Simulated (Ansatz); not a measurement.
FGeH5OSSi, SMILES `F[SiH](S)[O][GeH3]`. Total charge 0; spin multiplicity 1. Correlated methods include outer-core shells of Ge, which these sets cover unevenly. Scalar relativity is left out up to krypton.

| atom | x (Å) | y (Å) | z (Å) |
| --- | --- | --- | --- |
| F1 | -0.109 | 0.258 | -2.004 |
| Si2 | -0.130 | -0.934 | -0.937 |
| S3 | -1.941 | -2.022 | -1.052 |
| O4 | 0.055 | -0.284 | 0.526 |
| Ge5 | 0.813 | 1.200 | 1.171 |
| H6 | 0.960 | -1.857 | -1.309 |
| H7 | -2.649 | -1.062 | -0.430 |
| H8 | 0.994 | 0.929 | 2.668 |
| H9 | -0.150 | 2.365 | 0.910 |
| H10 | 2.157 | 1.406 | 0.457 |

Q: Give the diagnostics of a CCSD(T)/def2-TZVPP run (frozen core, Ansatz). (An estimate is asked.)

A: Computed: T1 = 0.0120, largest single amplitude 0.017, largest double 0.018, (T) share of the correlation energy 3.4 %, 8 CCSD cycles. The RHF solution is stable towards an unrestricted one. T1 lies under the customary mark of 0.02 for closed shells.
